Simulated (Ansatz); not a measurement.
Geometry optimisation, RKS PBE0-D4/def2-SVP (Ansatz).

Input:

```yaml
crystal:
  periodic: [false, false, false]
  atoms:
    - { symbol: Si, position_ang: [-0.737642, 0.927874, -0.593165] }
    - { symbol: "N", position_ang: [1.32906, -0.966327, 0.808329] }
    - { symbol: H, position_ang: [0.656603, 1.129296, -1.063569] }
    - { symbol: H, position_ang: [-1.690938, 1.791519, -1.327404] }
    - { symbol: O, position_ang: [-1.287922, -0.617505, -0.791823] }
    - { symbol: H, position_ang: [1.267725, 0.020192, 1.043825] }
    - { symbol: Cl, position_ang: [-0.818753, 1.574833, 1.416215] }
    - { symbol: H, position_ang: [1.461468, -1.105282, -0.186304] }
    - { symbol: H, position_ang: [0.511566, -1.452538, 1.16383] }
    - { symbol: H, position_ang: [-0.691068, -1.302061, -0.469935] }
basis:
  gaussian: { orbitals: def2-SVP }
hamiltonian:
  xc: pbe0
  dispersion: d4
relax:
  f_tol: 0.03
  max_steps: 50
```

Command:

```bash
$ ansatz run input.yaml --threads 2 --pin off --max-ram 3072MiB --backend cpu --events-out ev --progress --plain --runs-dir out
```

**Question.** Where does it end, and by what steps?

**Answer.** The run converged. The force dipped under the threshold on the way, but the program's further checks kept it going. After 12 steps the energy has fallen by 0.178 eV; H3 moved furthest, 1.05 Å.

```csv
step,energy less start (eV),largest force component (eV/Å),accepted
0,0.0000,0.514,yes
1,-0.0822,0.195,yes
2,-0.0862,1.060,yes
3,-0.1030,0.738,yes
4,-0.1349,0.146,yes
5,-0.1441,0.529,yes
6,-0.1555,0.332,yes
7,-0.1675,0.151,yes
8,-0.1730,0.159,yes
9,-0.1756,0.165,yes
10,-0.1773,0.103,yes
11,-0.1782,0.013,yes
12,-0.1784,0.024,yes
```

```xyz
10
Properties=species:S:1:pos:R:3
Si -0.913 1.212 -0.819
N 1.299 -1.389 1.071
H 0.147 1.816 -1.674
H -2.268 1.640 -1.239
O -0.874 -0.432 -0.803
H 0.944 -0.489 1.376
Cl -0.547 1.922 1.107
H 1.775 -1.339 0.178
H 0.586 -2.111 1.092
H -0.149 -0.829 -0.287
```

Time of the run: 24 s on 2 threads of Intel(R) Xeon(R) Platinum 8488C (Sapphire Rapids), with other jobs on the host, peak memory 0.21 GiB.
